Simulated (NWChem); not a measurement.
System: C3H6Si; SMILES C=C=C[SiH3]

The following NWChem deck was run.

```
start job
memory heap 200 mb stack 900 mb global 1100 mb
geometry units angstroms noautoz
  C      0.343141     2.381980     0.211455
  C     -0.200973     1.221577    -0.048934
  C     -0.723592     0.047024    -0.301561
  Si     0.204132    -1.555124    -0.009057
  H      0.913411     2.922927    -0.540521
  H      0.242011     2.849799     1.188296
  H     -1.740828     0.003952    -0.698440
  H     -0.528745    -2.417765     0.959141
  H      0.340698    -2.322819    -1.278175
  H      1.555367    -1.255254     0.528762
end
basis spherical
  * library 6-31g*
end
dft
  xc mn15
  iterations 150
  mulliken
end
task dft gradient
```

Output (shortened):

```
             Northwest Computational Chemistry Package (NWChem) 7.3.0
             --------------------------------------------------------

 CS  symmetry detected

                             Geometry "geometry" -> ""
                             -------------------------

 Output coordinates in angstroms (scale by  1.889725989 to convert to a.u.)

  No.       Tag          Charge          X              Y              Z
 ---- ---------------- ---------- -------------- -------------- --------------
    1 C                    6.0000     0.36900475    -2.39118013     0.00000000
    2 C                    6.0000    -0.21717898    -1.22208380     0.00000000
    3 C                    6.0000    -0.78033188    -0.03912793     0.00000000
    4 Si                  14.0000     0.21131172     1.55139135     0.00000000
    5 H                    1.0000     0.62172130    -2.89931467     0.92802665
    6 H                    1.0000     0.62172130    -2.89931467    -0.92802665
    7 H                    1.0000    -1.87158765     0.01830084     0.00000000
    8 H                    1.0000    -0.11035671     2.37149084    -1.20109620
    9 H                    1.0000    -0.11035671     2.37149084     1.20109620
   10 H                    1.0000     1.66153111     1.23221914     0.00000000

 Effective nuclear repulsion energy (a.u.)     135.0107790633

      Symmetry information
      --------------------

 Group name             Cs
 Group number              2
 Group order               2
 No. of unique centers     8

                                 NWChem DFT Module
                                 -----------------

 Summary of "ao basis" -> "ao basis" (spherical)
 ------------------------------------------------------------------------------
       Tag                 Description            Shells   Functions and Types
 ---------------- ------------------------------  ------  ---------------------
 C                           6-31g*                  6       14   3s2p1d
 Si                          6-31g*                  8       18   4s3p1d
 H                           6-31g*                  2        2   2s

      Symmetry analysis of basis
      --------------------------

        a'         51
        a"         21

            General Information
            -------------------
          SCF calculation type: DFT
          Wavefunction type:  closed shell.
          No. of atoms     :    10
          No. of electrons :    38
           Alpha electrons :    19
            Beta electrons :    19
          Charge           :     0
          Spin multiplicity:     1
          Use of symmetry is: on ; symmetry adaption is: on
          Maximum number of iterations: 150
          AO basis - number of functions:    72
                     number of shells:    38
          Convergence on energy requested:  1.00D-06
          Convergence on density requested:  1.00D-05
          Convergence on gradient requested:  5.00D-04

              XC Information
              --------------
                         MN15 Method XC Functional
                     Hartree-Fock (Exact) Exchange  0.440
                          MN15 Exchange Functional  1.000
                        MN15 Correlation Potential  1.000

             Grid Information
             ----------------
          Grid used for XC integration:  medium
          Radial quadrature: Mura-Knowles
          Angular quadrature: Lebedev.
          Tag              B.-S. Rad. Rad. Pts. Rad. Cut. Ang. Pts.
          ---              ---------- --------- --------- ---------
          C                   0.70       49          12.0       434
          Si                  1.10       88          11.0       590
          H                   0.35       45          13.0       434
          Grid pruning is: on
          Number of quadrature shells:   415
          Spatial weights used:  Erf1

      Superposition of Atomic Density Guess
      -------------------------------------

 Sum of atomic energies:        -404.78746520

      Non-variational initial energy
      ------------------------------

 Total energy =    -406.862798
 1-e energy   =    -822.627877
 2-e energy   =     280.754300
 HOMO         =      -0.280986
 LUMO         =       0.019676

      Symmetry analysis of molecular orbitals - initial
      -------------------------------------------------

  Numbering of irreducible representations:

     1 a'          2 a"

  Orbital symmetries:

     1 a'          2 a'          3 a'          4 a'          5 a'
     6 a'          7 a'          8 a"          9 a'         10 a'
    11 a'         12 a'         13 a"         14 a'         15 a'
    16 a"         17 a'         18 a"         19 a'         20 a"
    21 a'         22 a'         23 a'         24 a"         25 a'
    26 a'         27 a'         28 a"         29 a'

     ---------------------------------------------
      Total Density - Mulliken Population Analysis
     ---------------------------------------------

[...]

                         DFT ENERGY GRADIENTS

    atom               coordinates                        gradient
                 x          y          z           x          y          z
   1 C       0.697318  -4.518675   0.000000   -0.000926   0.001924   0.000000
   2 C      -0.410409  -2.309404   0.000000   -0.001389  -0.000031   0.000000
   3 C      -1.474613  -0.073941   0.000000   -0.000726  -0.006872   0.000000
   4 Si      0.399321   2.931705   0.000000    0.000442   0.000938   0.000000
   5 H       1.174883  -5.478910   1.753716    0.000143  -0.000309  -0.000279
   6 H       1.174883  -5.478910  -1.753716    0.000143  -0.000309   0.000279
   7 H      -3.536788   0.034584   0.000000    0.000127   0.000149   0.000000
   8 H      -0.208544   4.481468  -2.269743   -0.001226   0.002662  -0.004023
   9 H      -0.208544   4.481468   2.269743   -0.001226   0.002662   0.004023
  10 H       3.139839   2.328557   0.000000    0.004639  -0.000814   0.000000
```

Level: MN15/6-31G* (spherical d). Coordinates come from a B3LYP/6-31G* (spherical d) optimisation.
